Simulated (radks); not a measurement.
Values are calculated unless marked as measured or tabulated.
Successive ionisation energies (eV) of one element, from differences of total energies of ions in their ground configurations, starting at charge 2: 80.495, 109.69, 140.87, 187.36, 225.91, 265.94, 325.33, 367.72. Level of theory: non-relativistic Kohn-Sham, PBE, spin-polarised, spherical densities, point nucleus; open shells are filled with parallel spins first (a radial shooting solver on a logarithmic mesh with Libxc functionals). Which element is it?

Answer. Magnesium (Z = 12). The first species listed is Mg2+ in [Ne], the last Mg9+ in [He] 2s1.
